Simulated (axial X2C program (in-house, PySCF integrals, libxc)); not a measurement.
**Levels of AsH⁺ by electron attachment to AsH²⁺ (EOM-EA-CCSD)**

Calculated with an axial X2C code built on PySCF integrals: two-component X2C with atomic mean-field Coulomb and Gaunt terms, Gaussian nuclei, basis As dyall-acv3z, H dyall-av3z with contracted cores.

R = 1.603 Å (1.045 times 1.534 Å, the PBE0 minimum at charge 1 for the lowest determinant).

Levels of AsH⁺ obtained by attaching an electron to AsH²⁺:

| Ω | binding energy (eV) | above lowest (cm⁻¹) | attached spinor | one-particle weight |
| --- | --- | --- | --- | --- |
| 1/2 | 17.805 | 0 | 85% As pπ, 8% H pπ, 6% H dπ | 0.96 |
| 3/2 | 17.620 | 1487 | 85% As pπ, 8% H pπ, 6% H dπ | 0.96 |
| 1/2 | 11.323 | 52277 | 34% As dσ, 21% H sσ, 20% As pσ | 0.82 |

What is the splitting of the first π pair in the table, and is it regular or inverted?

E(3/2) − E(1/2) = 1487 − 0 = 1487 cm⁻¹ at EOM-EA-CCSD: regular, Ω = 1/2 lower. Splittings at this level can be off by ten to twenty per cent.

This point took 4 s on 1 thread of Intel(R) Xeon(R) Processor @ 2.30GHz, with other jobs on the host.

Reference electrons by ω block (each with its −ω partner): 1/2: 11, 3/2: 4, 5/2: 1. 4 electrons of AsH²⁺ correlated (inner shells frozen), 92 natural virtual spinors (a truncated set); levels can be off by some tenths of an eV. Roots sought by Ω: (1/2: 5, 3/2: 4, 5/2: 2, 7/2: 1); rows need 60 % one-particle weight and stop where some Ω has no more roots. Missing are any skipped roots, higher Ω and states of a further excitation; these come out far too high here and may in truth be low or lowest. T1 of the reference 0.009 (Lee–Taylor). The reference was not checked to be the lowest state of its species. Number of frozen shells: As 3 s, 2 p, 1 d; H none.
